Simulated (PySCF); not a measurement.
Vertical excitations of a molecule CH₁₂Si₅ from TDA-PBE0/def2-SVPD (PySCF), as energy in eV (oscillator strength): 5.43 (0.000), 5.67 (0.033), 5.86 (0.052), 5.91 (0.045), 5.97 (0.021), 6.07 (0.047). Lowest triplet (TDA): 4.87 eV. The structure is a stationary point at B3LYP-D3(BJ)/def2-SVP. Other conformers were not sampled.

Task: Identify the compound among the candidates.
(A) C1[SiH2][SiH2][SiH2][SiH2][SiH2]1
(B) [SiH3][Si]1([SiH3])[SiH2]C[SiH2]1
(C) [SiH3][Si@H]1C[SiH2][SiH2][SiH2]1
(D) [SiH3]C1[SiH2][SiH2][SiH2][SiH2]1

Result: B, [SiH3][Si]1([SiH3])[SiH2]C[SiH2]1
